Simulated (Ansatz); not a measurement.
Input file for Ansatz (a first-principles code): R-CAM-B3LYP/def2-TZVPP on SO2 (SMILES O=[S+][O-]).

Ansatz 0.2 input:
```yaml
crystal:
  periodic: [false, false, false]
  atoms:
    - {symbol: S, position_ang: [-0.00000000, -0.00000000, 0.48775336]}
    - {symbol: O, position_ang: [0.00000000, 1.23858797, -0.24382668]}
    - {symbol: O, position_ang: [0.00000000, -1.23858797, -0.24382668]}
basis:
  gaussian:
    orbitals: def2-TZVPP
hamiltonian:
  xc: {name: CAM-B3LYP}
scf: {lower_state_search: off}
```

Program output:

```
WARN ansatz: RAYON_NUM_THREADS=4 ignored (pool sized by the plan → 4); use --threads N
Functional definition: CAM-B3LYP
these checks for a lower state are left out or cut short: stability, starts, cluster_reference, orbital_swaps, neighbouring_geometries, increment
integrals: 0.03 GiB planned
598 factors; their error is unknown
integrals: 0.07 GiB planned
105 factors; integrals over basis functions are off by at most 4.1e-5 eV
mean field: 0.32 GiB planned
mean field evaluation 1: about -14923.2128 eV, gradient 6.6e1 eV
mean field evaluation 2: about -14912.0909 eV, gradient 1.1e2 eV
mean field evaluation 4: about -14930.1099 eV, gradient 9.5e-1 eV
mean field evaluation 8: about -14930.1290 eV, gradient 1.2e-1 eV
mean field evaluation 16: about -14930.1290 eV, gradient 8.1e-6 eV
mean field -14930.12898610 eV, -548.6721202342 hartree, gradient 8.0e-6 eV, S^2 0.000000; 0 other end points of the search recorded, 0 dependent functions left out
reference -14930.12906838 eV, -548.6721232578 hartree; 16, 16 occupied and 88, 88 virtual orbitals, 598 factors
Total energy: -14930.12906838 eV, -548.6721232578 hartree
Checks for a lower state left out: stability, starts, cluster_reference, orbital_swaps, neighbouring_geometries, increment
```

Self-consistency was reached.

Cost: about 1.1 core-seconds (a rough figure).
